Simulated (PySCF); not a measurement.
Tetrahydrothiopyran-4-one, C5H8OS.
Atom-mapped SMILES: `[O:1]=[C:2]1[CH2:3][CH2:4][S:5][CH2:6][CH2:7]1` (hydrogens: H8, H9 on C3; H10, H11 on C4; H12, H13 on C6; H14, H15 on C7)

Structure used (PBE0-D3(BJ)/def2-SVP), in Å, numbered top down from 1:
```
atom  x, y, z in Å
O1     0.3894    1.9675    1.8404
C2     0.2527    1.2761    0.8606
C3    -1.1171    0.8660    0.3558
C4    -1.2555   -0.6394    0.1391
S5    -0.0482   -1.2904   -1.0448
C6     1.4344   -0.7236   -0.1704
C7     1.4421    0.7860    0.0583
H8    -1.8596    1.2318    1.0809
H9    -1.2877    1.3801   -0.6061
H10   -2.2473   -0.8836   -0.2688
H11   -1.1554   -1.1805    1.0948
H12    2.2909   -1.0273   -0.7899
H13    1.5193   -1.2627    0.7880
H14    2.3513    1.1015    0.5918
H15    1.4193    1.2936   -0.9216
```

Computed, not measured: core-valence-separated Tamm–Dancoff BHandHLYP/aug-pcX-1 (pcseg-1 on H, def2-SVPD on S) in PySCF, non-relativistic, gas phase, PBE0-D3(BJ)/def2-SVP geometry. No empirical shift is added; at this level the pattern usually sits a few eV under experiment.

Task: Give energies, oscillator strengths and core holes at the C K edge.

Result: 
| E (eV) | f | core hole on | main final orbital | polarisation |
| --- | --- | --- | --- | --- |
| 283.34 | 0.0799 | C2 | LUMO (47 %) | normal to the local trigonal plane |
| 285.02 | 0.0027 | C3/C7 | LUMO (2 roots, f summed) | – |
| 285.75 | 0.1026 | C4/C6 | spread (2 roots, f summed) | – |
| 286.11 | 0.0336 | C3/C7 | LUMO+3 (2 roots, f summed) | – |
| 286.38 | 0.0086 | C4/C6 | LUMO (2 roots, f summed) | – |
| 286.53 | 0.0562 | C3/C7 | spread (2 roots, f summed) | – |
| 286.98 | 0.0148 | C3/C7 | LUMO+1 (2 roots, f summed) | – |
| 286.99 | 0.0575 | C4/C6 | LUMO+2 (2 roots, f summed) | – |
| 287.10 | 0.0488 | C4/C6 | spread (2 roots, f summed) | – |
| 287.43 | 0.0109 | C3/C7 | LUMO+2 (2 roots, f summed) | – |
| 287.71 | 0.0034 | C3/C7 | LUMO+4 (2 roots, f summed) | – |

The first line with a tenth or more of the strongest one's intensity is at 283.34 eV (f = 0.080), with the hole on C2 (ketone carbonyl carbon), polarised normal to the local trigonal plane: a 1s→π* resonance. The strongest listed is at 285.75 eV (f = 0.103, sum of 2; C4/C6).

Task: Give energies, oscillator strengths and core holes at the O K edge.

Result: 
| E (eV) | f | core hole on | main final orbital | polarisation |
| --- | --- | --- | --- | --- |
| 528.46 | 0.0517 | O1 | LUMO (50 %) | normal to the local trigonal plane |
| 533.70 | 0.0003 | O1 | LUMO+3 (41 %) | – |
| 534.33 | 0.0008 | O1 | LUMO+2 (70 %) | – |
| 534.39 | 0.0018 | O1 | LUMO+1 (69 %) | in the local trigonal plane |
| 534.72 | 0.0002 | O1 | spread | – |
| 534.79 | 0.0023 | O1 | LUMO+5 (63 %) | in the local trigonal plane |
| 535.25 | 0.0027 | O1 | LUMO+8 (41 %) | in the local trigonal plane |

The first line with a tenth or more of the strongest one's intensity is at 528.46 eV (f = 0.052), with the hole on O1 (ketone oxygen), polarised normal to the local trigonal plane: a 1s→π* resonance. It is also the strongest listed.

Roots within 0.03 eV whose holes lie on the same, on equivalent or on shared atoms are summed into one line, and the highest roots are left out, as the search may have cut off their partners. Final orbitals are the ground state's empty Kohn–Sham orbitals. A dash: too weak, shared between unlike atoms, or no plane or axis to refer to.

Task: What is the summed oscillator strength of the listed C K lines, and their intensity-weighted mean energy?

Result: Σf = 0.419 over 11 lines from 283.34 to 287.71 eV; the weighted mean is 285.86 eV. The strongest line holds 24 % of the sum.

Only the lowest roots of each edge were sought.

The run took 41 s on one thread, Intel Xeon Platinum 8259CL at 2.50 GHz (x86_64) (shared host), and the process peaked at 1.1 GiB of memory.

One conformer stands for the species.
